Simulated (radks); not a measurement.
Hg, configuration [Xe] 4f14 5d10 6s1 6f1 (not the ground configuration). Method: scalar-relativistic Kohn-Sham, PBE, spin-unpolarised, spherical densities, point nucleus; computed with a radial shooting solver on a logarithmic mesh with Libxc functionals.

X-ray form factor f0, the Fourier transform of the density (f0(0) = 80):

sin(theta)/lambda (1/angstrom)  f0 (electrons)
0.05                                    78.070
0.1                                     75.611
0.15                                    72.097
0.2                                     68.121
0.25                                    64.083
0.3                                     60.210
0.4                                     53.302
0.5                                     47.560
0.6                                     42.775
0.8                                     35.121
1                                       29.071
1.25                                    23.261
1.5                                     19.250
2                                       14.879
